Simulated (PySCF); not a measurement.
## Nonlinear optical response: `CO/C([O-])=C\C=C\C=O`, [C6H7O3]-, charge -1

Geometry:
| atom | x (Å) | y (Å) | z (Å) |
| --- | --- | --- | --- |
| C1 | 2.941 | 0.585 | 0.917 |
| O2 | 1.603 | 0.431 | 0.553 |
| C3 | 1.397 | -0.222 | -0.651 |
| O4 | 2.367 | -0.614 | -1.287 |
| C5 | 0.021 | -0.354 | -0.999 |
| C6 | -1.043 | 0.120 | -0.242 |
| C7 | -2.407 | 0.040 | -0.507 |
| C8 | -3.366 | 0.588 | 0.387 |
| O9 | -4.593 | 0.593 | 0.287 |
| H10 | 2.950 | 1.126 | 1.875 |
| H11 | 3.514 | 1.156 | 0.166 |
| H12 | 3.454 | -0.385 | 1.038 |
| H13 | -0.158 | -0.870 | -1.946 |
| H14 | -0.769 | 0.628 | 0.693 |
| H15 | -2.777 | -0.449 | -1.416 |
| H16 | -2.884 | 1.069 | 1.293 |

Total charge -1.

Level of theory: PySCF 2.14.0, quadratic response CAM-B3LYP/aug-cc-pVDZ first hyperpolarisability, Taylor convention, gas phase. Geometry: PBE0-D3(BJ)/def2-SVP.

For a gas-phase anion, states above the detachment energy (about 2.3 eV, taken as minus the energy of the highest occupied orbital) lie in the continuum and depend on the basis.

(1) Give β for the processes computed.

(2) Which lowest excitations and polarisabilities go with it?

## Answers

(1) In 10⁻³⁰ esu, Taylor convention; the vector part is βᵢ = ⅓ Σⱼ (βᵢⱼⱼ + βⱼᵢⱼ + βⱼⱼᵢ):
| process | λ (nm) | β vector norm | β HRS | depolarisation ratio |
| --- | --- | --- | --- | --- |
| static β(0;0,0) | ∞ | 4.89 | 2.88 | 2.51 |
| second harmonic β(−2ω;ω,ω) | 1907 | 5.34 | 3.14 | 2.55 |
| Pockels β(−ω;ω,0) | 1907 | 5.03 | – | – |
| second harmonic β(−2ω;ω,ω) | 1064 | 6.71 | 3.93 | 2.67 |
| Pockels β(−ω;ω,0) | 1064 | 5.37 | – | – |

(2) S1 3.47 eV (f = 0.000); S2 3.64 eV (f = 0.000); S3 3.88 eV (f = 0.002); isotropic α 122.9 au static, 124.2 au at 1907 nm, 127.1 au at 1064 nm, 128.2 au at 953.5 nm, 144.3 au at 532 nm.
